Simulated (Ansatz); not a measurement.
Basis-set extrapolation for `C[SiH2]S[SiH2]Cl` (PBE0-D4/def2-TZVP geometry, frozen core, Ansatz). Multiplicity 1, RHF reference.

```
                       def2-TZVPP    def2-QZVPP
                 HF  -1477.025477  -1477.069474
    MP2 correlation     -0.791701     -0.858154
CCSD(T) correlation     -0.901638       not run
```

Energies in hartree. Use E(X) = E(∞) + A·exp(−7.88·√X) for Hartree–Fock and E(X) = E(∞) + B·X^(−2.97) for correlation, with X = 3 and 4, and add CCSD(T) minus MP2 of the smaller set to the MP2 limit.

Task: What is the CCSD(T) energy at the basis-set limit?

Result: HF limit: -1477.069474 + (-0.043997) × 0.13774 = -1477.07553. MP2 limit: -0.858154 + (-0.066453) × 0.74074 = -0.90738. Higher-order term: -0.901638 − (-0.791701) = -0.10994. Total: -1478.09285 hartree, 435.1 kJ/mol below CCSD(T)/def2-TZVPP.
